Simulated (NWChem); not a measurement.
# Atomisation of GaO

```xyz
2

Ga     0.0000     0.0000     0.3527
O      0.0000     0.0000    -1.3666
```
Charge 0, spin multiplicity 2.

All runs are NWChem calculations. Structure: optimised with UB3LYP/def2-SVP, a minimum by its harmonic frequencies.

Basis set: def2-TZVP. The atomisation energy is electronic alone: no zero-point, thermal, spin-orbit or counterpoise terms. No value is extrapolated to the basis-set limit. Free atoms are single determinants with multiplicities Ga 2, O 3.

The Hamiltonian is non-relativistic. B3LYP has NWChem's definition, with VWN1-RPA local correlation. The structure started from a generated list of species. The unpaired electrons of the parent sit in orbitals of symmetry a1 (C2v labels of the run); other states weren't searched. The stability of the SCF solutions was not checked.

Problem. One of these methods gave an atomisation energy of 131.7 kcal/mol. Which?
A) BLYP
B) PBE0
C) B3LYP
D) LDA (SVWN5)

Solution. D, LDA (SVWN5). The others give 106.9 (BLYP), 96.0 (PBE0), 97.9 (B3LYP).
